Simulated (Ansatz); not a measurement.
Born–Oppenheimer molecular dynamics of C2H6OSSi (11 atoms, charge 0, multiplicity 1). It starts at the highest image of a converged band. Of that band: Neighbouring images differ by up to 1.9 eV, so the band resolves the path poorly. A vibrational analysis at the climbing image gives one clearly imaginary mode, 736i cm⁻¹: a first-order saddle point.

Level of theory: UKS PBE/6-31G* (Ansatz).

```
ensemble                      : NVE (velocity Verlet)
time step                     : 0.5 fs
steps asked                   : 200
starting velocities drawn for : 100 K
seed                          : 4231
```

First frame:

```xyz
11
Properties=species:S:1:pos:R:3
S -0.240 2.251 0.006
C -0.480 0.516 -0.358
O -0.951 -0.221 0.893
C 0.268 -1.604 0.742
Si 1.164 -0.498 -0.483
H -1.549 2.637 0.012
H -1.244 0.371 -1.136
H -1.291 -1.132 0.558
H 0.635 -1.692 1.781
H 1.448 -1.130 -1.815
H 2.306 0.445 -0.180
```

(1) How far do the bonds stretch over the last three quarters of this one trajectory? (Pairs bonded in most of those frames.)

Results:

(1) 
```csv
bond,mean (Å),spread (Å),shortest,longest
S1–C2,1.776,0.011,1.76,1.80
S1–H6,1.368,0.015,1.34,1.39
C2–O3,1.579,0.074,1.47,1.70
C2–Si5,1.940,0.013,1.92,1.96
C2–H7,1.100,0.001,1.10,1.10
O3–C4,1.745,0.048,1.68,1.82
O3–H8,0.988,0.006,0.98,1.01
C4–Si5,1.866,0.030,1.82,1.91
C4–H9,1.108,0.013,1.08,1.13
Si5–H10,1.503,0.008,1.49,1.51
Si5–H11,1.520,0.022,1.49,1.56
```

Mean temperature of the second half: 105 K. The conserved energy stayed within 0.027 meV per atom of its start (net change 0.019 meV per atom), so the integration is sound. A run of 0.1 ps of so small a system gives no equilibrium averages. The orbitals stay closed-shell, which can raise the energy where a bond breaks towards radicals; this wasn't checked here.

Time of the run: 7.5 min on 2 threads of Intel(R) Xeon(R) Platinum 8488C (Sapphire Rapids), on a shared host, peak memory 0.19 GiB.
